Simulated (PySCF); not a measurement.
A survey of $^{29}$Si NMR shifts

- coordinates at the GFN2-xTB level
- NMR shieldings at PBE0/pcSseg-1/GIAO
- run in PySCF 2.14
- non-relativistic Hamiltonian, no solvent, one conformer, one averaged value for each set of equivalent atoms

Shieldings were converted by a linear fit to measured shifts: $^{29}$Si: δ = 279.94 − 0.822σ (rms 8.9 ppm, 72 shifts, 25.8 ppm with the 6 outliers that the fit left out vs TMS, solution or neat liquid). Occasional misses reach two or three times the rms, and more in compound classes unlike the fitted ones.

Task: Give the $^{29}$Si shifts of `C=C[SiH2][SiH2][C@H](C)CC`, `N#C/C=C/[SiH2]S[SiH3]`, `COC1=C[C@H](C#N)[SiH2][SiH2]1`, `N[SiH2]O[SiH2]O[SiH3]`, `O=CN[SiH2]C1=C[SiH2]C=C1`, `F[C@@H]1SCS[SiH2][C@@H]1C1CC1`.

Result: 
```json
{"compound": "[CH2:1]=[CH:2][SiH2:3][SiH2:4][C@H:5]([CH3:6])[CH2:7][CH3:8]", "environment": "Si4: silicon bonded to C, Si, 2 H", "δ (ppm)": "-60.6"}
{"compound": "[CH2:1]=[CH:2][SiH2:3][SiH2:4][C@H:5]([CH3:6])[CH2:7][CH3:8]", "environment": "Si3: silicon bonded to C, Si, 2 H", "δ (ppm)": "-73.8"}
{"compound": "[N:1]#[C:2]/[CH:3]=[CH:4]/[SiH2:5][S:6][SiH3:7]", "environment": "Si5: silicon bonded to C, S, 2 H", "δ (ppm)": "-34.2"}
{"compound": "[N:1]#[C:2]/[CH:3]=[CH:4]/[SiH2:5][S:6][SiH3:7]", "environment": "Si7: silicon bonded to S, 3 H", "δ (ppm)": "-55.7"}
{"compound": "[CH3:1][O:2][C:3]1=[CH:4][C@H:5]([C:6]#[N:7])[SiH2:8][SiH2:9]1", "environment": "Si8: silicon bonded to C, Si, 2 H, in a 5-membered ring", "δ (ppm)": "-58.1"}
{"compound": "[CH3:1][O:2][C:3]1=[CH:4][C@H:5]([C:6]#[N:7])[SiH2:8][SiH2:9]1", "environment": "Si9: silicon bonded to C, Si, 2 H, in a 5-membered ring", "δ (ppm)": "-68.2"}
{"compound": "[NH2:1][SiH2:2][O:3][SiH2:4][O:5][SiH3:6]", "environment": "Si2: silicon bonded to N, O, 2 H", "δ (ppm)": "-35.8"}
{"compound": "[NH2:1][SiH2:2][O:3][SiH2:4][O:5][SiH3:6]", "environment": "Si6: silicon bonded to O, 3 H", "δ (ppm)": "-43.9"}
{"compound": "[NH2:1][SiH2:2][O:3][SiH2:4][O:5][SiH3:6]", "environment": "Si4: silicon bonded to 2 O, 2 H", "δ (ppm)": "-45.8"}
{"compound": "[O:1]=[CH:2][NH:3][SiH2:4][C:5]1=[CH:6][SiH2:7][CH:8]=[CH:9]1", "environment": "Si7: silicon bonded to 2 C, 2 H, in a 5-membered ring", "δ (ppm)": "-42.2"}
{"compound": "[O:1]=[CH:2][NH:3][SiH2:4][C:5]1=[CH:6][SiH2:7][CH:8]=[CH:9]1", "environment": "Si4: silicon bonded to C, N, 2 H", "δ (ppm)": "-45.5"}
{"compound": "F[C@@H]1SCS[SiH2][C@@H]1C1CC1", "environment": "silicon bonded to C, S, 2 H, in a 6-membered ring", "δ (ppm)": "-36.5"}
```

Task: Match the shifts -19.5, -31.6, -41.1, -60.3 ppm to `P[SiH2]C/C=C\Cl`, `CC(=S)[C@@]1(F)CS[SiH2][C@H]1C`, `F/C=C(\F)[C@H](F)[SiH3]`, `CCN[SiH2][C@H](C)CF`.

Result: -19.5: CC(=S)[C@@]1(F)CS[SiH2][C@H]1C (silicon bonded to C, S, 2 H, in a 5-membered ring); -31.6: CCN[SiH2][C@H](C)CF (silicon bonded to C, N, 2 H); -41.1: P[SiH2]C/C=C\Cl (silicon bonded to C, P, 2 H); -60.3: F/C=C(\F)[C@H](F)[SiH3] (silicon bonded to C, 3 H).
